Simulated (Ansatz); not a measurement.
Zn10S9Cl2. Charge 0, multiplicity 1. Geometry PBE-D4/def2-SVP, loosely relaxed; atoms count from 1.

```xyz
21

Cl    2.562   -2.696    1.669
Cl    2.805   -2.048   -2.217
S     3.640    0.729    0.966
S     0.445    3.283   -0.064
S     0.174    0.782   -3.711
S     0.845    0.713    3.450
S     0.362   -0.313   -0.127
S    -3.089    1.210   -1.281
S    -2.406   -1.877    1.658
S    -1.403   -2.392   -2.553
S    -2.594    1.745    2.272
Zn    1.465    1.674    1.324
Zn    2.484   -0.560    2.540
Zn    2.644   -1.045   -0.126
Zn    0.447    1.619   -1.626
Zn   -1.040   -0.050    2.390
Zn    0.661   -1.248   -2.614
Zn   -1.373   -1.919   -0.342
Zn   -1.630    2.326    0.280
Zn   -3.234    0.107    0.753
Zn   -1.764   -0.042   -2.642
```

Single mean-field runs in def2-TZVP are fitted with def2-universal-jkfit. The geometry of the charge 0 singlet is only loosely relaxed.

(1) Estimate the Mulliken populations from the PBE0/def2-TZVP orbitals of Ansatz.

(2) And the Mayer bond orders between heavy atoms (over 0.3)?

Answers

(1) 
| atom | charge (e) | d electrons |
| --- | --- | --- |
| Cl1 | -0.33 | – |
| Cl2 | -0.33 | – |
| S3 | -0.44 | – |
| S4 | -0.45 | – |
| S5 | -0.43 | – |
| S6 | -0.45 | – |
| S7 | -0.52 | – |
| S8 | -0.46 | – |
| S9 | -0.43 | – |
| S10 | -0.44 | – |
| S11 | -0.43 | – |
| Zn12 | 0.54 | 10.09 |
| Zn13 | 0.38 | 10.09 |
| Zn14 | 0.51 | 10.10 |
| Zn15 | 0.45 | 10.07 |
| Zn16 | 0.57 | 10.09 |
| Zn17 | 0.53 | 10.10 |
| Zn18 | 0.45 | 10.06 |
| Zn19 | 0.50 | 10.08 |
| Zn20 | 0.34 | 10.08 |
| Zn21 | 0.44 | 10.10 |
Mulliken values depend strongly on the basis.

(2) Cl1–Zn13 0.62 (2.31 Å); Cl1–Zn14 0.42 (2.44 Å); Cl2–Zn14 0.55 (2.32 Å); Cl2–Zn17 0.54 (2.32 Å); S3–Zn12 0.62 (2.40 Å); S3–Zn13 0.77 (2.34 Å); S3–Zn14 0.78 (2.31 Å); S4–Zn12 0.66 (2.36 Å); S4–Zn15 0.80 (2.28 Å); S4–Zn19 0.73 (2.31 Å); S5–Zn15 0.82 (2.26 Å); S5–Zn17 0.67 (2.36 Å); S5–Zn21 0.69 (2.36 Å); S6–Zn12 0.58 (2.41 Å); S6–Zn13 0.91 (2.27 Å); S6–Zn16 0.70 (2.29 Å); S7–Zn14 0.48 (2.40 Å); S7–Zn15 0.41 (2.45 Å); S7–Zn18 0.43 (2.37 Å); S8–Zn19 0.60 (2.41 Å); S8–Zn20 0.75 (2.32 Å); S8–Zn21 0.80 (2.28 Å); S9–Zn16 0.64 (2.40 Å); S9–Zn18 0.84 (2.25 Å); S9–Zn20 0.74 (2.33 Å); S10–Zn17 0.69 (2.36 Å); S10–Zn18 0.82 (2.26 Å); S10–Zn21 0.68 (2.38 Å); S11–Zn16 0.59 (2.38 Å); S11–Zn19 0.76 (2.29 Å); S11–Zn20 0.78 (2.32 Å).
